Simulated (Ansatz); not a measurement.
Isolated molecules relaxed with PBE0-D4/def2-TZVP in Ansatz; ΔE leaves out vibrations. CCSD(T)/CBS is the MP2 limit (def2-TZVPP, def2-QZVPP) plus CCSD(T) − MP2 in def2-TZVPP, frozen cores. Functionals use def2-TZVPP. One conformer a species, not always the lowest.

`CO[SiH2][AlH2]` + `N[SiH2]S` → `N[SiH2][S][AlH2]` + `CO[SiH3]`  (cleavage of the Al–Si bond)

```
             level  ΔE (eV)
         CAM-B3LYP    -1.39
CCSD(T)/def2-TZVPP    -1.43
     MP2/CBS(def2)    -1.58
    CCSD/CBS(def2)    -1.43
```

**Question.** What does CCSD(T)/CBS give? (An estimate is asked.)

**Answer.** The calculation gave: -1.45 eV. The listed levels differ from it by 0.06, 0.02, -0.13, 0.02 eV.

Largest T1 diagnostic among the species: 0.012.

At CCSD(T), def2-SVP lies −0.03 eV from the extrapolated value and def2-TZVPP +0.02 eV. Leaving LDA and LC-ωPBE aside and taking each functional with its dispersion term where it has one, the values, not all of them listed here, spread over 0.17 eV, from ωB97M-V to PBE-D4. LDA lies −0.04 eV from PBE without D4. The D4 term adds −0.05 eV with B3LYP and −0.03 eV with PBE0; it sums over pairs of atoms, weighted by their polarisabilities, and B3LYP, whose exchange is more repulsive, gets the larger term.

B3LYP here is the variant with VWN-RPA as its local correlation; programs differ in this.
